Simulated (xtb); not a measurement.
C₄H₇BF₂, SMILES FB1CCC[C@H]1F. All values are semi-empirical tight-binding results from xtb (GFN2-xTB unless named), good for trends rather than for accurate numbers. Geometry: GFN2-xTB. The structure was generated by enumeration; whether it is a known compound was not checked. One conformer was computed; it need not be the lowest.

The orbital gap comes out as 4.21 eV, the dipole moment is 2.97 D and the zero-point energy comes out as 67.9 kcal/mol. The G − E(el) at 298.15 K (modified RRHO) is 48.3 kcal/mol, the static polarisability (D4 model) is 58.6 bohr³ and the solvation energy, GFN2-xTB/ALPB(water) is -3.0 kcal/mol. The solvation energy, GFN2-xTB/ALPB(acetone) comes out as -5.3 kcal/mol.

Computed IR lines (harmonic; lines under 4 % of the strongest left out, lines within 3 cm⁻¹ merged):
ν (cm⁻¹): 727 (w), 777 (m), 958 (w), 984 (w), 1006 (w), 1071 (m), 1371 (vs), 1441 (w), 2925 (w), 3002 (m), 3007 (w), 3012 (w), 3017 (w) (against the strongest line: vs over 80 %, s over 45 %, m over 15 %, w over 4 %, vw less)
